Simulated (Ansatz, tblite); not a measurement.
Cost and result up the ladder for WNCl3 (5 atoms). Total charge 0; singlet. Geometry: PBE0-D4/def2-SVP.

```csv
atom,x (Å),y (Å),z (Å)
W1,0.003,-0.006,0.003
N2,0.772,-1.315,0.653
Cl3,-1.200,0.850,1.720
Cl4,-1.258,-0.867,-1.669
Cl5,1.683,1.338,-0.707
```

Ansatz on 4 threads of Arm Neoverse V2 on a shared host; xTB runs through tblite on one thread. Times are rough, summed over both states, and most runs start from the orbitals of an earlier one. No level here is sound enough to serve as a yardstick. The other state is a doublet.

In the def2 sets W takes a core potential; there is no spin–orbit coupling. The xTB rows come from tblite. HOMO above LUMO, or a gap near zero within one spin, warns that the state may not be the lowest or that an electron is smeared out.

Raw xTB energies of ions are shifted by several eV.

| level | functions | vertical IE (eV) | remarks |
| --- | --- | --- | --- |
| GFN1-xTB | 40 | 15.06 | – |
| GFN2-xTB | 40 | 13.84 | – |
| r2SCAN-D4/def2-TZVP (with forces) | 182 | 10.72 | restricted SCF unstable in HF (singlet) |
| PBE-D4/def2-TZVP | 182 | 10.52 | gap within one spin near zero (+1 doublet) |

Q: Estimate how long each takes.

A: GFN1-xTB 0.011 s; GFN2-xTB 0.014 s; PBE-D4/def2-TZVP 6.1 s; r2SCAN-D4/def2-TZVP (with forces) 29 s. On shared hardware such times vary by a factor of up to 3.
